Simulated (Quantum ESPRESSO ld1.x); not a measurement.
Q: These are the eigenvalues of the occupied orbitals of an atom or ion with whole-number occupations (hartree). Method: Dirac Kohn-Sham, revPBE, spin-unpolarised, spherical densities, point nucleus; computed with ld1.x of Quantum ESPRESSO 7.5.

orbital  eigenvalue
1s1/2      -3327.76
2s1/2      -598.200
2p1/2      -574.658
2p3/2      -489.395
3s1/2      -145.160
3p1/2      -134.550
3p3/2      -115.458
3d3/2      -98.1294
3d5/2      -94.0832
4s1/2      -34.1128
4p1/2      -29.5027
4p3/2      -24.7983
4d3/2      -17.3167
4d5/2      -16.4388
5s1/2      -6.80727
4f5/2      -6.73107
4f7/2      -6.52929
5p1/2      -5.21138
5p3/2      -4.30618
5d3/2      -2.07870
5d5/2      -1.96661
6s1/2      -1.46406

Which element is it, and in what charge state? The configuration may be excited. Open shells, if any, fill j = l - 1/2 first.

A: Z = 83, bismuth, charge +3: Bi3+ in [Hg]. The list shows which subshells hold electrons but not how many an open one holds; the 1s level, -3327.8 hartree, gives Z - s = 81.6 by -(Z - s)^2/2, which with screening and relativity narrows Z to a few neighbours, and the depths of the outer levels then fix element, charge and occupations together.
